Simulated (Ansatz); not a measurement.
Start from `[F][Al]([Cl])[GeH3]` and change one atom or group to get `C[O][Al]([F])[Cl]`.

Ansatz, PBE0-D4/def2-TZVP geometries, multiplicity 1. Each molecule was computed in one conformer, which needn't be the lowest.

Scalar relativity is left out up to krypton.

```tsv
property	`[F][Al]([Cl])[GeH3]`
HOMO energy (PBE/def2-TZVPP) / eV	-7.30
size of the dipole moment (B3LYP/def2-TZVPP) / D	1.53
LUMO energy (B3LYP/def2-TZVPP) / eV	-1.76
HOMO–LUMO gap (B3LYP/def2-TZVPP) / eV	6.47
size of the dipole moment (ωB97M-V/def2-TZVPP) / D	1.49
HOMO–LUMO gap (PBE/def2-TZVPP) / eV	5.00
```

(1) What does the change do to each property? (Best estimate.)

Results:

(1) Ansatz gave: 
| property | `C[O][Al]([F])[Cl]` | shift |
| --- | --- | --- |
| HOMO energy (PBE/def2-TZVPP) / eV | -7.15 | 0.15 |
| size of the dipole moment (B3LYP/def2-TZVPP) / D | 2.04 | 0.51 |
| LUMO energy (B3LYP/def2-TZVPP) / eV | -1.21 | 0.55 |
| HOMO–LUMO gap (B3LYP/def2-TZVPP) / eV | 7.25 | 0.78 |
| size of the dipole moment (ωB97M-V/def2-TZVPP) / D | 2.01 | 0.52 |
| HOMO–LUMO gap (PBE/def2-TZVPP) / eV | 5.37 | 0.37 |

With PBE0 the HOMO falls by 0.27 eV and the LUMO rises by 0.68 eV, so the gap widens by about 0.95 eV. PBE moves the HOMO by 0.15 eV and ωB97M-V by -0.67 eV. Dipoles are sizes alone; their direction can turn.

B3LYP here is the variant with VWN-RPA as its local correlation; programs differ in this.
